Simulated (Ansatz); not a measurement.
Species: C$_{2}$H$_{8}$BSi, net charge 0, doublet state. It need not be the lowest isomer of its formula. 
Coordinates optimised at B3LYP-D3(BJ)/def2-TZVP (Ansatz, a first-principles code):
```
B
C 1 1.5728
H 2 1.0907 1 115.81
H 2 1.0956 3 108.37 1 -125.56
H 2 1.0981 3 107.18 4 -113.37
C 1 1.5728 2 119.92 3 -169.07
H 6 1.0907 1 115.81 2 -169.07
H 6 1.0956 7 108.37 1 -125.56
H 6 1.0981 7 107.18 8 -113.37
Si 1 1.9554 2 120.04 3 10.93
H 10 1.4814 1 124.36 2 -2.24
H 10 1.4814 11 111.28 1 -180.00
```
Charge 0, spin multiplicity 2.

Dipole moments at this geometry, in debye (magnitudes).

```
level                    program  dipole (D)
-----------------------  -------  ----------
BLYP/def2-TZVPD           Ansatz        0.35
B3LYP/def2-TZVPD          Ansatz        0.34
PBE0/def2-TZVPD           Ansatz        0.39
BHLYP/def2-TZVPD          Ansatz        0.35
r2SCAN0/def2-TZVPD        Ansatz        0.46
HSE06/def2-TZVPD          Ansatz        0.39
wB97M-V/def2-TZVPD        Ansatz        0.35
wB97X-V/def2-TZVPD        Ansatz        0.35
CCSD(T)/aug-cc-pV(D+d)Z   Ansatz        0.34
```
